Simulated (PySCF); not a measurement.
C₂H₄F₂Si₂, SMILES C(#C)[Si@@H]([SiH2]F)F.

Geometry optimised at PBE0-D3(BJ)/def2-SVP. The structure was generated by enumeration; whether it is a known compound was not checked. The values are those of a single conformer.

All values below come from PBE/def2-TZVP in PySCF.

Computed frontier levels, gap, dipole moment and polarisability:
* **highest occupied level**: -6.96 eV
* **lowest empty level**: -2.24 eV
* **orbital gap**: 4.72 eV
* **dipole moment**: 1.95 D
* **quadrupole, principal values (traceless, Buckingham form, about the centre of nuclear charge)**: -8.02, -4.29, 12.31 D·Å
* **mean static polarisability**: 75.0 bohr³ (11.12 Å³)
* **polarisability, principal values**: 57.1, 67.8, 100.1 bohr³
